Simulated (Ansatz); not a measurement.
`[CH3][GeH2][C](=N)F` + HI → `[CH3][GeH2][I]` + `N=CF` at 400 K and 1 bar (ligand exchange at a Ge–C bond).

Computed with Ansatz on PBE0-D4/def2-TZVP structures; ΔE is electronic, products minus reactants. CCSD(T)/CBS is the MP2 limit (def2-TZVPP, def2-QZVPP) plus CCSD(T) − MP2 in def2-TZVPP, frozen cores. This one scheme is used for every species. def2 core potentials past Kr. For Ge, I outer-core shells are correlated without core-valence functions, which leaves a few kJ/mol of doubt a bond. Scalar relativity is left out up to krypton. One conformer a species, not always the lowest.

```csv
species,CCSD(T)/CBS energy (Eh),H − E (kJ/mol),S (J/(mol·K))
`[CH3][GeH2][C](=N)F`,-2310.30220,233.8,394.9
HI,-298.03592,25.7,215.0
`[CH3][GeH2][I]`,-2414.65603,165.8,358.9
`N=CF`,-193.72220,103.2,262.4
```

H − E and S are ideal-gas, rigid-rotor, harmonic terms from PBE0-D4/def2-TZVP, for one conformer and one mirror image of each species. 1 Eh = 2625.50 kJ/mol, R = 8.31446 J/(mol·K).

**Question.** By hand: ΔE, ΔH, ΔS and ΔG.

**Answer.** ΔE = (-2414.65603) + (-193.72220) − (-2310.30220) − (-298.03592) = -0.04011 Eh = -105.3 kJ/mol. Δ(H − E) = 165.8 + 103.2 − 233.8 − 25.7 = 9.5, so ΔH = -95.8 kJ/mol. ΔS = 358.9 + 262.4 − 394.9 − 215.0 = 11.4 J/(mol·K). ΔG = -95.8 − 400 × (11.4)/1000 = -100.4 kJ/mol.

**Question.** By hand: the equilibrium constant, and the temperature at which ΔG would vanish if ΔH and ΔS stayed fixed.

**Answer.** log₁₀ K = −ΔG/(RT ln 10) = 13.1. ΔH and −TΔS have one sign here, so there is no such temperature.

The number of gas molecules stays the same, so ΔS is small and ΔH decides. A doubt of 5 kJ/mol in ΔE shifts log₁₀ K by 0.7 here. Other conformers and mirror images would add mixing entropy, several J/(mol·K) or more a flexible species. Modes under 60 cm⁻¹, often nearly free rotors, make the harmonic entropy too high. These are equilibria of isolated gas molecules and say nothing of rates. Largest T1 diagnostic: 0.013 (customary marks: 0.02 for closed shells, 0.045 for open ones).

ΔS is within the doubt of such terms, so its sign, and with it that verdict, could turn.
